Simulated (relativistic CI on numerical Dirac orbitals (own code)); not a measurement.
Hyperfine structure of Re V, mass number 187

Computed by Dirac-Coulomb-Breit CI, orbitals from a KLI potential per configuration, model QED (radiative potential, 1s self-energy scaled to tabulated hydrogen-like ionisation energies), valence Slater integrals scaled by 0.85, P86 correlation energy added to each configuration (own radial code, finite nucleus).

Configurations in the expansion (outside the closed core [Kr] 4d10 4f14 5s2): 5p6 5d3, 5p6 5d2 6s, 5p6 5d2 6p, 5p6 5d 6s2, 5p6 5d2 5f, 5p6 5d2 5g, 5p6 5d 6s 6p, 5p6 5d2 7s, 5p6 5d2 6d, 5p6 5d 5f2, 5p5 5d4, 5p6 5d2 7p, 5p6 5d 6p2, 5p6 5d2 7d, 5p6 5d2 6f, 5p6 5d 5g2. Levels of other configurations are missing.

Nuclear spin I = 5/2, μ = 3.209 μN, Q = 1.94 b (tables of Stone and Pyykkö). The electronic factors are computed for point nuclear moments, without core polarisation; leaving it out makes A of s and p electrons in near-neutral atoms 20 to 40 % too small, and it can dominate for d and f shells.

| Level | E (eV) | A (MHz) | B (MHz) |
| --- | --- | --- | --- |
| 5p6 5d3 4F_3/2 | 0.0000 | 2208 | -1160 |
| 5p6 5d3 4F_5/2 | 0.5341 | 1267 | -958 |
| 5p6 5d3 4F_7/2 | 1.0141 | 1085 | -890 |
| 5p6 5d3 4F_9/2 | 1.3860 | 1162 | -570 |
| 5p6 5d3 4P_1/2 | 1.7602 | -1099 |  |
| 5p6 5d3 2G_7/2 | 2.2857 | 1381 | 1130 |
| 5p6 5d3 2H_9/2 | 2.3922 | 1272 | 2270 |
| 5p6 5d3 4P_5/2 | 2.5094 | 346.1 | 1850 |

Levels with J = 0, under 50 % of one LS term, or S terms without an open s electron are left out. Small factors come from cancelling terms and can be off by tens of per cent or more.

At this charge configurations can still be misplaced by up to about 7 % of their energy. Levels and lines within the n = 5 or 6 shells can be off by up to 10 % or somewhat more, and those that change n by about 2 %, since core polarisation is missing. 34 of the 69 excited levels that our extract of the measured tables holds in this range could be paired (the sources list more); they are missed by 2809 cm⁻¹ on average and 5282 at most, and levels without a partner can miss by more. Some levels of the ground configuration have no partner and can miss by 10 % or more.

Problem. Give the hyperfine levels of 5p6 5d3 4F_3/2 relative to its centre of gravity.

Solution. With K = F(F + 1) − I(I + 1) − J(J + 1), E = AK/2 + B[¾K(K + 1) − I(I + 1)J(J + 1)]/[2I(2I − 1)J(2J − 1)]: F = 1: -12400, F = 2: -7061, F = 3: 83.79, F = 4: 7992 MHz.

LS names give the leading component of a level, which can be under half, so a name can repeat, a term be missing and a line seem to break the LS rules.
